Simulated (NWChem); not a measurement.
Molecule: GeH₄O₄; SMILES [OH][Ge]([OH])([OH])[OH]

```xyz
9

O      1.1412     0.9603     0.9270
Ge     0.0000     0.0000     0.0000
O     -1.1412    -0.9603     0.9270
O     -0.9603     1.1412    -0.9270
O      0.9603    -1.1412    -0.9270
H      0.7808     1.8259     1.1511
H     -0.7808    -1.8259     1.1511
H     -1.8259     0.7808    -1.1511
H      1.8259    -0.7808    -1.1511
```
Atoms are numbered in this order, from 1.

Results from NWChem. Pople sets run with spherical d functions. Geometry: optimised at PBE0/def2-SVP. Static field.

```json
[
 {"level": "PBE0/6-31G*", "basis functions": "96", "isotropic polarisability (bohr³)": "34.0", "anisotropy (bohr³)": "4.2"},
 {"level": "PBE0/def2-SVP", "basis functions": "108", "isotropic polarisability (bohr³)": "33.1", "anisotropy (bohr³)": "4.5"},
 {"level": "PBE0/def2-SVPD", "basis functions": "162", "isotropic polarisability (bohr³)": "___", "anisotropy (bohr³)": "2.9"},
 {"level": "PBE0/aug-cc-pVDZ", "basis functions": "164", "isotropic polarisability (bohr³)": "44.8", "anisotropy (bohr³)": "3.1"}
]
```

### Question
Complete the blanks.

### Answer

- PBE0/def2-SVPD, isotropic polarisability (bohr³): 44.2
